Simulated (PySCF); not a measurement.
Input of a run (PBE0-D3(BJ)/def2-SVP geometry optimisation, gas phase (PySCF 2.14.0)), started from GFN2-xTB:
```
{"job": {"xc": "PBE0", "basis": "def2-SVP", "d3": "d3bj", "grid": 1, "shake": 0.01, "kind": "geom"}, "charge": 0, "multiplicity": 1}
C     -0.724930     0.735790    -2.487160
C     -0.582850     0.708120    -1.308750
C     -0.434070     0.594020     0.120350
C      0.566000    -0.577760     0.473880
C      1.904610    -0.355170    -0.073330
C      2.993570    -0.316080     0.677350
C     -1.725520     0.360650     0.826610
N     -2.644000    -0.324180     0.142160
S     -1.982080     0.853810     2.389030
H     -0.864460     0.833150    -3.521420
H      0.016760     1.515680     0.531550
H      0.572330    -0.686620     1.569420
H      0.090890    -1.487480     0.038120
H      1.944960    -0.190710    -1.125690
H      3.968360    -0.166340     0.255230
H      2.959910    -0.455830     1.754130
H     -3.549740    -0.494530     0.577110
H     -2.537280    -0.534570    -0.824340
```

Output (energies in Eh, forces in Eh/bohr):
```
step   0  E = -724.13371370  max force = 0.042165
step   1  E = -724.13984665  max force = 0.004976
step   2  E = -724.14017652  max force = 0.002152
step   3  E = -724.14027362  max force = 0.002357
step   4  E = -724.14039979  max force = 0.003118
step   5  E = -724.14048394  max force = 0.002378
step   6  E = -724.14056632  max force = 0.000807
step   7  E = -724.14062329  max force = 0.001092
step   8  E = -724.14064051  max force = 0.001462
step   9  E = -724.14066988  max force = 0.000776
step  10  E = -724.14068850  max force = 0.000543
step  11  E = -724.14069741  max force = 0.000327
optimisation converged
```

**Question.** Summarise the run.

**Answer.** The energy falls by 0.190 eV over 12 energy and gradient evaluations, the largest force component goes from 0.0422 to 3.3e-04 Eh/bohr, and the atoms move by 0.265 Å rms after alignment. The bond that changes most is C3–C7 (propargylic carbon to thiocarbonyl carbon), which lengthens by 0.043 Å. Bonds longer at the end by more than 0.005 Å: 10 of 17; shorter: 4. Among the angles that change most is C3–C4–H13, from 104.4° to 107.9°. Among the dihedrals that turn most is H11–C3–C7–N8, from 153° to 128°. The energy never rose by more than 1e-6 Eh on the way. The first step brought 88 % of the lowering.

**Question.** What are the final bond lengths?

**Answer.** C1≡C2 1.212 Å, C2–C3 1.460 Å, C3–C4 1.548 Å, C4–C5 1.495 Å, C5=C6 1.333 Å, C3–C7 1.533 Å, C7–N8 1.334 Å, C7=S9 1.650 Å, C1–H10 1.075 Å, C3–H11 1.103 Å, C4–H12 1.099 Å, C4–H13 1.104 Å, C5–H14 1.097 Å, C6–H15 1.093 Å, C6–H16 1.095 Å, N8–H17 1.012 Å, N8–H18 1.015 Å. Numbering counts from 1 in the input's order; the species is `C#C[C@H](CC=C)C(N)=S`.

The run used 175 basis functions and 91 SCF cycles in all. On Intel Xeon 6975P-C, one thread, no GPU, shared host with 48 logical CPUs at a one-minute load of 13, this took 2.1 min and 0.82 GiB of memory at its peak.

Not checked by PBE0-D3(BJ)/def2-SVP frequencies. One conformer, not necessarily the lowest.
